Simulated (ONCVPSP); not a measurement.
**Transferability test, ONCV potential for Ne**

neon (Ne), optimised norm-conserving Vanderbilt (ONCV), made with ONCVPSP 4.0.1 (PBEsol, scalar-relativistic). Core [He], reference 2s2 2p4 (charge +2). Waves: 2s: rc 0.50 bohr, ncon 4, nbas 8, qcut 15.1 1/bohr, 2 projectors, debl 3.9 Ha; 2p: rc 1.55 bohr, ncon 3, nbas 6, qcut 10.1 1/bohr, 2 projectors, debl 2.8 Ha; d scattering state at 0.17 Ha: rc 1.65 bohr, ncon 5, nbas 8, qcut 5.1 1/bohr, 2 projectors, debl 2.2 Ha. Local part: polynomial inside 0.40 bohr (lpopt 5, dvloc0 4 Ha). Core correction: none.

Energies are relative to the spin-unpolarised reference configuration 2s2 2p4; without spin polarisation the order of configurations can differ from experiment.

```csv
valence configuration,charge,ΔE all-electron (eV),error AE − PS (meV)
2s2 2p6,0,-65.559,+631
2s2 2p5,+1,-43.161,+242
2s2 2p3,+3,67.286,+452
2s2 2p2,+4,161.724,+2329
```

Note: ghosts flagged at negative energy: s at -629.0 eV (a further GHOST(-) flag falls on a real empty level of the atom); GHOST(+) flagged for d at 15.2 eV. A true bound ghost makes a file unfit for plane-wave use.
